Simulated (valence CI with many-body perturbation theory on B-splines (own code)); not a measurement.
The numbers below are computed, except where a source is named.
# Level structure of Fe⁴⁺

Method: configuration interaction combined with many-body perturbation theory (CI+MBPT): four valence electrons over a frozen Dirac-Fock core [Ar], a basis of 7 s, 7 p, 8 d, 6 f, 4 g, 1 h functions for each j, with the one-electron correlation potential Σ1 (screened to all orders), the two-electron term Σ2, the three-electron term Σ3, Breit, model QED; selected single and double excitations, second order for the rest, scaled by the run's own slope (own B-spline code, finite nucleus).

Set against measurement, 60 paired levels are off by 2075 cm⁻¹ on average, the worst by 5068. These come from a selection out of Corliss and Sugar, J. Phys. Chem. Ref. Data 11, 135 (1982). Levels without a partner in it may be off by more, other configurations by 1,000 to 8,000 cm⁻¹. The list stops below the first excitations out of the core.

Levels 136 to 170 of 170, with energies above the lowest level, 3d⁴ ⁵D_0. "Leading %" is the weight of the configuration and term that name the level; weights of strongly mixed levels are sums over their largest components and can fall short. In the jj column 3d3/2^4 stands for four electrons in 3d with j = 3/2.

| No. | Configuration | Term | J | E (cm⁻¹) | Leading % | Second component | g | Leading jj |
| --- | --- | --- | --- | --- | --- | --- | --- | --- |
| 136 | 3d³4p | ³D° | 3 | 282080 | 65 | 27 % 3d³4p ³F° | 1.248 | 3d3/2 3d5/2^2 4p3/2 (21 %) |
| 137 | 3d³4p | ³I° | 6 | 282510 | 96 |  | 1.026 | 3d3/2 3d5/2^2 4p3/2 (36 %) |
| 138 | 3d³4p | ³D° | 2 | 282510 | 72 | 17 % 3d³4p ³F° | 1.071 | 3d5/2^3 4p1/2 (29 %) |
| 139 | 3d³4p | ³D° | 1 | 282550 | 76 | 12 % 3d³4p ¹P° | 0.674 | 3d3/2 3d5/2^2 4p3/2 (59 %) |
| 140 | 3d³4p | ³D° | 3 | 282760 | 51 | 37 % 3d³4p ³F° | 1.209 | 3d3/2 3d5/2^2 4p1/2 (30 %) |
| 141 | 3d³4p | ³F° | 4 | 283380 | 97 |  | 1.247 | 3d3/2 3d5/2^2 4p3/2 (46 %) |
| 142 | 3d³4p | ³I° | 7 | 283490 | 98 |  | 1.143 | 3d3/2 3d5/2^2 4p3/2 (98 %) |
| 143 | 3d³4p | ¹H° | 5 | 284170 | 92 |  | 1.008 | 3d3/2 3d5/2^2 4p1/2 (33 %) |
| 144 | 3d³4p | ¹G° | 4 | 284400 | 91 |  | 1.004 | 3d3/2 3d5/2^2 4p3/2 (47 %) |
| 145 | 3d³4p | ³D° | 1 | 284420 | 93 | 4 % 3d³4p ¹P° | 0.535 | 3d3/2^3 4p3/2 (22 %) |
| 146 | 3d³4p | ³D° | 2 | 285180 | 95 |  | 1.168 | 3d3/2 3d5/2^2 4p3/2 (45 %) |
| 147 | 3d³4p | ³D° | 3 | 285680 | 78 | 12 % 3d³4p ¹F° | 1.265 | 3d5/2^3 4p3/2 (37 %) |
| 148 | 3d³4p | ³P° | 2 | 286270 | 94 |  | 1.487 | 3d3/2 3d5/2^2 4p3/2 (28 %) |
| 149 | 3d³4p | ³P° | 1 | 286450 | 90 |  | 1.490 | 3d3/2 3d5/2^2 4p3/2 (23 %) |
| 150 | 3d³4p | ¹I° | 6 | 286460 | 96 |  | 1.003 | 3d3/2 3d5/2^2 4p3/2 (48 %) |
| 151 | 3d³4p | ¹F° | 3 | 286620 | 44 | 33 % 3d³4p ³G° | 0.963 | 3d3/2^2 3d5/2 4p3/2 (37 %) |
| 152 | 3d³4p | ³P° | 0 | 286790 | 97 |  |  | 3d5/2^3 4p3/2 (34 %) |
| 153 | 3d³4p | ³G° | 5 | 286840 | 93 |  | 1.189 | 3d3/2 3d5/2^2 4p3/2 (58 %) |
| 154 | 3d³4p | ³G° | 4 | 287040 | 92 |  | 1.047 | 3d3/2 3d5/2^2 4p3/2 (69 %) |
| 155 | 3d³4p | ³G° | 3 | 287250 | 59 | 34 % 3d³4p ¹F° | 0.865 | 3d3/2 3d5/2^2 4p3/2 (40 %) |
| 156 | 3d³4p | ³S° | 1 | 289840 | 86 | 5 % 3d³4p ¹P° | 1.904 | 3d3/2 3d5/2^2 4p3/2 (40 %) |
| 157 | 3d³4p | ¹D° | 2 | 291150 | 96 |  | 1.006 | 3d3/2 3d5/2^2 4p3/2 (37 %) |
| 158 | 3d³4p | ¹P° | 1 | 291360 | 85 | 9 % 3d³4p ³S° | 1.076 | 3d5/2^3 4p3/2 (48 %) |
| 159 | 3d³4p | ³F° | 2 | 298050 | 96 |  | 0.676 | 3d3/2 3d5/2^2 4p1/2 (31 %) |
| 160 | 3d³4p | ³F° | 3 | 298120 | 94 |  | 1.077 | 3d3/2 3d5/2^2 4p1/2 (33 %) |
| 161 | 3d³4p | ³F° | 4 | 298330 | 94 |  | 1.241 | 3d3/2 3d5/2^2 4p3/2 (42 %) |
| 162 | 3d³4p | ³G° | 3 | 301580 | 93 |  | 0.769 | 3d3/2 3d5/2^2 4p1/2 (36 %) |
| 163 | 3d³4p | ³G° | 4 | 301990 | 92 | 4 % 3d³4p ³F° | 1.057 | 3d3/2 3d5/2^2 4p3/2 (40 %) |
| 164 | 3d³4p | ³G° | 5 | 302440 | 98 |  | 1.200 | 3d3/2 3d5/2^2 4p3/2 (68 %) |
| 165 | 3d³4p | ³D° | 3 | 302830 | 93 |  | 1.316 | 3d3/2 3d5/2^2 4p1/2 (33 %) |
| 166 | 3d³4p | ¹D° | 2 | 303340 | 91 | 5 % 3d³4p ³D° | 1.001 | 3d3/2 3d5/2^2 4p3/2 (36 %) |
| 167 | 3d³4p | ³D° | 2 | 303700 | 92 | 4 % 3d³4p ¹D° | 1.155 | 3d3/2 3d5/2^2 4p3/2 (57 %) |
| 168 | 3d³4p | ³D° | 1 | 304180 | 98 |  | 0.499 | 3d3/2 3d5/2^2 4p3/2 (48 %) |
| 169 | 3d³4p | ¹G° | 4 | 306110 | 96 |  | 1.001 | 3d3/2 3d5/2^2 4p3/2 (49 %) |
| 170 | 3d³4p | ¹F° | 3 | 306530 | 95 |  | 1.004 | 3d3/2 3d5/2^2 4p3/2 (51 %) |

Names give the largest LS component (configuration and term), which can be under half, so a name can repeat, a term be missing and a line seem to break the LS rules; names also repeat where a configuration has a term twice.

Where two levels of one J and parity lie close, their mixing, g and order are uncertain.
